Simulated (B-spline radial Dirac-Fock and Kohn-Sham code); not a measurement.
Binding energies of Tm⁺ at several levels of theory

System: the Tm⁺ ion, [Xe] 4f13 6s1.

The density-functional columns are spherical, spin-unpolarised Dirac-Kohn-Sham results without Breit or QED terms: −ε is minus the orbital energy of the initial state and ΔSCF the difference of two total energies. The reference in the last column comes from ΔSCF Dirac-Fock with Breit, self-energy and vacuum polarisation, finite nucleus, configuration average. All numbers are from a B-spline atomic structure program, in eV; a selection of levels is shown. The Kohn-Sham columns are given as differences from the reference. For the 1s level of heavy atoms much of the gap between ΔSCF and the reference is the Breit and QED part, -276.6 eV here; for other levels the error of the functional can be larger.

```
level  PBE −ε − DF  PBE ΔSCF − DF  LDA −ε − DF  LDA ΔSCF − DF  Dirac-Fock
    K       -184.0         +319.7       -236.5         +265.6     59393.6
   L1       -139.3          -50.7       -146.7          -57.8     10128.9
   L2       -101.0          +13.5       -104.3          +10.3      9624.1
   L3       -112.1          -11.8       -114.3          -13.8      8655.0
   M1        -68.9          -45.5        -71.0          -47.5      2319.1
   M2        -54.1          -28.8        -55.0          -29.5      2098.7
   M3        -53.5          -30.4        -54.0          -30.9      1891.1
   M4        -33.5           -5.2        -33.3           -5.0      1520.0
   M5        -34.3           -6.9        -34.2           -6.7      1475.7
   N1        -33.3          -23.4        -34.3          -24.3       481.9
   N2        -26.8          -17.0        -27.2          -17.4       392.6
   N3        -27.0          -17.4        -27.6          -18.0       346.1
   N4        -16.1           -6.7        -16.1           -6.7       199.1
   N5        -16.1           -6.9        -16.2           -6.9       190.6
 N6,7         -2.9           +5.2         -2.6           +5.5       12.64
   O2         -4.5           +2.0         -4.2           +2.3       42.18
   O3         -4.5           +1.7         -4.3           +1.9       36.49
   P1         -2.0           +1.0         -1.7           +1.2       11.14
```

For the outermost level NIST gives 12.065 ± 0.02 eV (semi-empirical); the differences from it are PBE −ε -2.90, PBE ΔSCF +0.03, LDA −ε -2.63, LDA ΔSCF +0.24, Dirac-Fock -0.92 eV.

Values without a named source are computed, but for edge energies of neutral atoms, which are taken from tables.
